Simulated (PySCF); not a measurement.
**Correlation energy of Ho²⁺ (holmium, charge +2)**

[Xe] 4f11, one real determinant. All numbers are calculated (PySCF 2.14, the spin-free X2C one-electron Hamiltonian (Gaussian nucleus), in cc-pVDZ-X2C). Frozen: [Kr] 4d10; 19 electrons correlated.

| level | correlation energy (mhartree) |
| --- | --- |
| CCSD | -664.24 |
| (T) | -25.05 |
| CCSD(T) | -689.29 |

Diagnostics: T1 = 0.014, D1 = 0.0283, largest double amplitude 0.087.

The real determinant used has ⟨L²⟩ near 34 against 42 for a pure I term, so it mixes terms. Spin-orbit coupling, absent here, splits the open shell strongly.

Cost of the coupled-cluster step: about 60 core-seconds, for 19 correlated electrons.

Iterations:

```
CC2 = 0
CCSD nocc = (np.int64(11), np.int64(8)), nmo = (61, 61)
frozen orbitals [[0, 1, 2, 3, 4, 5, 6, 7, 8, 9, 10, 11, 12, 13, 14, 15, 16, 17, 18, 19, 20, 21, 22], [0, 1, 2, 3, 4, 5, 6, 7, 8, 9, 10, 11, 12, 13, 14, 15, 16, 17, 18, 19, 20, 21, 22]]
max_cycle = 100
direct = 0
conv_tol = 1e-08
conv_tol_normt = 1e-06
diis_space = 8
diis_start_cycle = 0
Init t2, MP2 energy = -0.749461129354177
Init E_corr(UCCSD) = -0.749461129378872
cycle = 1  E_corr(UCCSD) = -0.618352145298216  dE = 0.131108984  norm(t1,t2) = 0.13441
cycle = 2  E_corr(UCCSD) = -0.673212678965325  dE = -0.0548605337  norm(t1,t2) = 0.0702051
cycle = 3  E_corr(UCCSD) = -0.661900927871809  dE = 0.0113117511  norm(t1,t2) = 0.0540399
cycle = 4  E_corr(UCCSD) = -0.660492560100747  dE = 0.00140836777  norm(t1,t2) = 0.0115007
cycle = 5  E_corr(UCCSD) = -0.662445013087334  dE = -0.00195245299  norm(t1,t2) = 0.00837957
cycle = 6  E_corr(UCCSD) = -0.663608934019252  dE = -0.00116392093  norm(t1,t2) = 0.00669129
cycle = 7  E_corr(UCCSD) = -0.663605687645739  dE = 3.24637351e-06  norm(t1,t2) = 0.00405664
cycle = 8  E_corr(UCCSD) = -0.663949096897969  dE = -0.000343409252  norm(t1,t2) = 0.00202004
cycle = 9  E_corr(UCCSD) = -0.664258703045728  dE = -0.000309606148  norm(t1,t2) = 0.00101133
cycle = 10  E_corr(UCCSD) = -0.664237681933236  dE = 2.10211125e-05  norm(t1,t2) = 0.000537601
cycle = 11  E_corr(UCCSD) = -0.664231733569629  dE = 5.94836361e-06  norm(t1,t2) = 0.000393406
cycle = 12  E_corr(UCCSD) = -0.664245037468529  dE = -1.33038989e-05  norm(t1,t2) = 0.000315017
cycle = 13  E_corr(UCCSD) = -0.664212042194455  dE = 3.29952741e-05  norm(t1,t2) = 0.000215521
cycle = 14  E_corr(UCCSD) = -0.664237397266844  dE = -2.53550724e-05  norm(t1,t2) = 0.000114438
cycle = 15  E_corr(UCCSD) = -0.664245966162186  dE = -8.56889534e-06  norm(t1,t2) = 5.04199e-05
cycle = 16  E_corr(UCCSD) = -0.664241093072138  dE = 4.87309005e-06  norm(t1,t2) = 2.46451e-05
cycle = 17  E_corr(UCCSD) = -0.664240946208328  dE = 1.4686381e-07  norm(t1,t2) = 1.17103e-05
cycle = 18  E_corr(UCCSD) = -0.664241347952292  dE = -4.01743964e-07  norm(t1,t2) = 6.21271e-06
cycle = 19  E_corr(UCCSD) = -0.664240845024342  dE = 5.0292795e-07  norm(t1,t2) = 4.34674e-06
cycle = 20  E_corr(UCCSD) = -0.664240505348665  dE = 3.39675677e-07  norm(t1,t2) = 2.94964e-06
cycle = 21  E_corr(UCCSD) = -0.66424045238451  dE = 5.29641551e-08  norm(t1,t2) = 2.30594e-06
cycle = 22  E_corr(UCCSD) = -0.664240253835179  dE = 1.98549331e-07  norm(t1,t2) = 1.74953e-06
cycle = 23  E_corr(UCCSD) = -0.664240148549252  dE = 1.05285927e-07  norm(t1,t2) = 1.17389e-06
cycle = 24  E_corr(UCCSD) = -0.664240018893235  dE = 1.29656017e-07  norm(t1,t2) = 8.40984e-07
cycle = 25  E_corr(UCCSD) = -0.664239936095617  dE = 8.27976178e-08  norm(t1,t2) = 4.8621e-07
cycle = 26  E_corr(UCCSD) = -0.664239925221618  dE = 1.08739996e-08  norm(t1,t2) = 2.86408e-07
cycle = 27  E_corr(UCCSD) = -0.664239921914072  dE = 3.30754613e-09  norm(t1,t2) = 1.98788e-07
UCCSD converged
E(UCCSD) = -12611.3249911066  E_corr = -0.6642399219140718
UCCSD(T) correction = -0.0250538248240504
```

The reference is one real determinant that mixes LS terms of this configuration.
